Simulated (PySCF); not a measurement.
C4H6BN.
Atom-mapped SMILES: `[BH2:1][n:2]1[cH:3][cH:4][cH:5][cH:6]1` (hydrogens: H7, H8 on B1; H9 on C3; H10 on C4; H11 on C5; H12 on C6)

Jobs on this species (12 atoms, 42 electrons) with PySCF (density fitting). Hardware of each: one thread, Arm Neoverse V2 (aarch64), no GPU (shared host). The host was shared with other jobs, so the times are rough. Peak memory is the resident size of the whole Python process, interpreter and libraries included.

```tsv
level and settings	work	basis functions	SCF cycles	wall time	peak memory
PBE0-D3(BJ)/def2-SVP, grid level 1	geometry optimisation from a GFN2-xTB start shaken at random	114	?	?	?
B97-2/pcSseg-2	shieldings, ring-centre shieldings	300	14	29 s	1.2 GiB
LC-wPBE/pcSseg-2	shieldings, ring-centre shieldings	300	14	58 s	1.2 GiB
PBE0/STO-3G	shieldings, ring-centre shieldings, charges and field gradients	36	12	2.5 s	0.56 GiB
mPW1PW91/pcSseg-2	shieldings, ring-centre shieldings	300	14	31 s	1.2 GiB
WP04/pcSseg-2	shieldings, ring-centre shieldings	300	14	29 s	1.2 GiB
OPBE/pcSseg-2	shieldings, ring-centre shieldings	300	15	46 s	0.94 GiB
B3LYP/pcSseg-2	shieldings, ring-centre shieldings	300	14	33 s	1.2 GiB
LDA/pcSseg-2	shieldings, ring-centre shieldings	300	14	36 s	1.0 GiB
```

**Question.** Fill in the missing figures.

**Answer.** 
- PBE0-D3(BJ)/def2-SVP, grid level 1; geometry optimisation from a GFN2-xTB start shaken at random: 30 s, 0.47 GiB, 50 SCF cycles

**Question.** What do all jobs in the table cost together?

**Answer.** About 4.9 min; the longest takes about 20 % of that, and about 23 times as long as the shortest.
